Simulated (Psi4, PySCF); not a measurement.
The Psi4 input:
```
memory 2 GB

molecule {
1 1
C    -0.01927668    0.75112854    0.00090995
O    -0.01945091   -0.71002909    0.07309383
H    -1.05393514    1.08479565    0.06211764
H     0.89956319   -1.05604335    0.06619891
H     0.52546643    1.12435414    0.86667889
H     0.43988827    1.11244731   -0.91822338
H    -0.53971541   -1.09209225   -0.66698245
}

set {
  basis def2-svpd
  scf_type pk
  puream true
  d_convergence 1e-8
}

energy('scf')
print_variables()
```

Problem. Convert this to an input for PySCF.

Solution. One answer among several that fit: 
```python
from pyscf import gto, scf

mol = gto.Mole()
mol.atom = '''
    C    -0.01927668    0.75112854    0.00090995
    O    -0.01945091   -0.71002909    0.07309383
    H    -1.05393514    1.08479565    0.06211764
    H     0.89956319   -1.05604335    0.06619891
    H     0.52546643    1.12435414    0.86667889
    H     0.43988827    1.11244731   -0.91822338
    H    -0.53971541   -1.09209225   -0.66698245
'''
mol.basis = 'def2-svpd'
mol.charge = 1
mol.verbose = 4
mol.build()

mf = scf.RHF(mol)
mf.kernel()
```

Both were run: Psi4 gave -115.265666 Eh and PySCF -115.265666 Eh, 0.000 mEh apart.
